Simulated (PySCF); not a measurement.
**Zn(29+): ionisation energy**

Zn(29+) 1s1 (2S) → Zn(30+) (bare nucleus), as a difference of total energies. Computed with PySCF 2.14 in an even-tempered Gaussian basis (15 s from 35 bohr⁻², ratio 2.2; 7 p from 53 bohr⁻², ratio 2.4; 4 d from 160 bohr⁻², ratio 2.4; 3 f from 240 bohr⁻², ratio 2.4; 3 g from 360 bohr⁻², ratio 2.4), with the non-relativistic Hamiltonian (point nucleus). The calculations carry no spin-orbit coupling.

```tsv
method	ionisation energy (eV)	difference from reference (eV)
UHF	12245.1	-143.8
LDA	12210.6	-178.3
PBE	12239.9	-149.0
PBE0	12241.3	-147.6
r2SCAN	12245.1	-143.8
PBEsol	12229.2	-159.7
BLYP	12242.9	-146.0
```

Reference: 12388.9 eV (theoretical estimate listed by NIST; NIST Atomic Spectra Database, ionization energies).

These non-relativistic numbers lack the scalar-relativistic shift.
